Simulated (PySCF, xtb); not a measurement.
BiF2, SMILES [F][Bi][F], multiplicity 2.

Harmonic wavenumbers (cm⁻¹) from xtb with GFN2-xTB at its own minimum, in rising order: 136, 398, 416.

### Question
What does B3LYP-D3(BJ)/def2-TZVP (PySCF 2.14.0) give at its own minimum? (Estimate from the structure and the level; the computed values follow.)

### Answer
166, 547, 566. Paired by order, the mean absolute difference is 110 cm⁻¹ and the zero-point energies are 1.4 and 1.8 kcal/mol.
